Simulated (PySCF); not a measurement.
## (F2Ga-mu-SH)2

Geometry:
```
atom   x (Å)   y (Å)   z (Å)
 Ga1  -1.207  -0.532  -0.719
  F2  -2.058  -1.941  -0.094
  F3  -1.778   0.245  -2.191
  S4   1.074  -1.265  -0.860
 Ga5   1.204   0.533   0.724
  F6   2.065   1.939   0.107
  F7   1.765  -0.254   2.196
  S8  -1.073   1.275   0.853
  H9   0.871  -2.148   0.130
 H10  -0.862   2.149  -0.145
```

Method used: PySCF, GIAO B3LYP/def2-SVP magnetisability, rotational g tensor and spin-rotation constants, non-relativistic, gas phase. Geometry: GFN2-xTB.

The calculation is non-relativistic, which matters for the atoms heavier than Zn.

(1) Give the nuclear spin-rotation constants along the inertial axes (H = +C I·J) beside the isotropic shieldings.

## Answers

(1) Rotational constants 1.2311, 0.5545, 0.5115 GHz. A star marks the isotopologue with that one atom substituted, in its own axes.
| atom | isotope | Caa (kHz) | Cbb (kHz) | Ccc (kHz) | mean (kHz) | σ (ppm) |
| --- | --- | --- | --- | --- | --- | --- |
| Ga1 | 69Ga | 1.724 | 0.824 | 0.650 | 1.066 | 1689.1 |
| F2 | 19F | 1.043 | 0.529 | 0.405 | 0.659 | 320.7 |
| F3 | 19F | 1.040 | 0.531 | 0.407 | 0.660 | 320.3 |
| Ga5 | 69Ga | 1.724 | 0.824 | 0.650 | 1.066 | 1689.2 |
| F6 | 19F | 1.039 | 0.532 | 0.407 | 0.659 | 320.3 |
| F7 | 19F | 1.046 | 0.529 | 0.405 | 0.660 | 320.5 |
| H9 | 1H | -0.164 | -0.052 | -0.006 | -0.074 | 29.7 |
| H10 | 1H | -0.164 | -0.053 | -0.005 | -0.074 | 29.8 |
| S4 | 33S* | 0.208 | 0.080 | 0.115 | 0.135 | 663.0 |

For the geometry as given, no vibrational averaging.
